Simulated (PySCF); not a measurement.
## Working out the ionisation energy of Zr⁺

Zr⁺ [Kr] 4d2 5s1 (4F) → Zr²⁺ [Kr] 4d2 (3F). Calculation: PySCF 2.14, in def2-TZVP with the def2 core potential (28 electrons) (6s4p3d1f, 40 functions); a scalar-relativistic core potential. Frozen: 4s2 4p6. Energies in hartree (1 hartree = 27.21139 eV):

| part | Zr⁺ (lower) | Zr²⁺ (upper) |
| --- | --- | --- |
| UHF | -46.251784 | -45.799645 |
| MP2 opposite-spin | 0.000000 | 0.000000 |
| MP2 same-spin | -0.009421 | -0.002535 |

Task: What does Hartree-Fock give?

Result: (-45.799645) − (-46.251784) = 0.452139 hartree = 12.303 eV.

Task: What do MP2 and SCS-MP2 (6/5 opposite-spin, 1/3 same-spin) give?

Result: The opposite-spin parts differ by 0.000 eV and the same-spin parts by 0.187 eV. MP2: 12.303 + (0.000) + (0.187) = 12.490 eV. SCS-MP2: 12.303 + 1.2 × (0.000) + (0.187)/3 = 12.365 eV.

Reference: 13.13 eV (measured; NIST Atomic Spectra Database, ionization energies), between the lowest levels; spin-orbit coupling is absent from the calculation.

What remains against the reference includes basis incompleteness, the frozen core and correlation beyond second order.
